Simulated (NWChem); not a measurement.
# C₃H₄O₂; SMILES O1CC(C1)=O

```xyz
9

O      0.0000     0.0000     1.8661
C      0.0000     0.0000     0.6632
C      0.0000     1.0535    -0.4542
O      0.0000     0.0000    -1.4390
C      0.0000    -1.0535    -0.4542
H      0.9065     1.7022    -0.4922
H     -0.9065     1.7022    -0.4922
H      0.9065    -1.7022    -0.4922
H     -0.9065    -1.7022    -0.4922
```
Atoms are numbered in this order, from 1.

All runs: NWChem. Pople sets run with spherical d functions. Geometry: optimised at PBE-D3(BJ)/def2-SVP. Level: PBE/6-31G* with COSMO at NWChem's default radii, gas-phase geometry; the question gives the dielectric constant.

Task: Estimate the computed values for dielectric constant 2.0. Quantities: electrostatic solvation energy (kcal/mol); dipole in solution (D).

Result: The electrostatic solvation energy (kcal/mol) is -2.6 and the dipole in solution (D) comes out as 0.87.
